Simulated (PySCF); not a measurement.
# Gas-phase thermal properties of AlI3

Computed with PySCF (xtb for GFN2) and rigid-rotor harmonic-oscillator thermochemistry at 1 bar. Table values come from the NASA 1993 polynomials. All species are closed-shell singlets. I: scalar-relativistic def2 core potential, no spin-orbit coupling. The harmonic model lacks anharmonicity and excited electronic states, which grow with temperature; levels with a mode under 35 cm⁻¹ are left out. Soft modes under 120 cm⁻¹ make the harmonic entropy rough for AlI3. The table's entry may be an old estimate for AlI3 (not checked at source).

```tsv
level	point group	σ	ZPE (kJ/mol)	S°298 (J/mol/K)	Cp298 (J/mol/K)	S°1000 (J/mol/K)	H1000 − H298 (kJ/mol)
table	-	-	-	373.6	77.1	471.2	56.9
GFN2-xTB	D3h	6	8.8	372.5	75.7	469.3	56.6
PBE/def2-SVP	D3h	6	7.5	375.2	77.6	473.1	57.1
PBE0/def2-TZVP	D3h	6	7.7	373.9	77.4	471.6	57.0
```
σ: rotational symmetry number. Electronic degeneracy used: 1. Frequencies are unscaled.
